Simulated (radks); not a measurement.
Spherical quantum dot in the effective-mass picture: electrons in a hard-walled sphere of radius 9.38, all in effective atomic units (hartree* = m*/eps^2 hartree, bohr* = eps/m* bohr), one dielectric constant everywhere. Calculated with a radial shooting solver with Libxc functionals: non-relativistic Kohn-Sham, LDA (Slater exchange, Perdew-Wang correlation), spin-polarised, spherical densities. Levels are named by radial order and angular momentum (1s, 1p, 1d, 2s, ...), and open shells are averaged over m.

N = 23, configuration 1s2 1p6 1d10 1f(up 5, down 0). This is the lowest configuration that the search found. Occupied and some empty levels:

| level | occupation | eigenvalue (hartree*) | <r> (bohr*) |
|---|---|---|---|
| 1s up | 1 | 2.9245 | 7.106 |
| 1s down | 1 | 2.9433 | 7.081 |
| 1p up | 3 | 2.9460 | 7.163 |
| 1p down | 3 | 2.9651 | 7.144 |
| 1d up | 5 | 2.9876 | 7.240 |
| 1d down | 5 | 3.0070 | 7.227 |
| 1f up | 5 | 3.0479 | 7.322 |
| 1f down | 0 | 3.0676 | 7.314 |
| 1g up | 0 | 3.1258 | 7.403 |
| 1g down | 0 | 3.1457 | 7.398 |
| 2s up | 0 | 3.2421 | 4.425 |
| 2s down | 0 | 3.2476 | 4.380 |
| 2p up | 0 | 3.3165 | 5.065 |
| 2p down | 0 | 3.3241 | 5.034 |
| 2d up | 0 | 3.4159 | 5.485 |
| 2d down | 0 | 3.4252 | 5.461 |

Energy (hartree*): total 35.8561, kinetic 6.0322, external 0, Hartree 34.312, exchange-correlation -4.4876.

Electron density:

| r (bohr*) | n(r) (e/bohr*^3) |
|---|---|
| 0.524 | 0.00002044 |
| 1.22 | 0.00003588 |
| 1.92 | 0.00007983 |
| 2.62 | 0.0001934 |
| 3.32 | 0.0004690 |
| 4.02 | 0.001094 |
| 4.71 | 0.002397 |
| 5.41 | 0.004792 |
| 6.11 | 0.008446 |
| 6.81 | 0.01238 |
| 7.51 | 0.01355 |
| 8.21 | 0.008973 |
| 8.90 | 0.001886 |
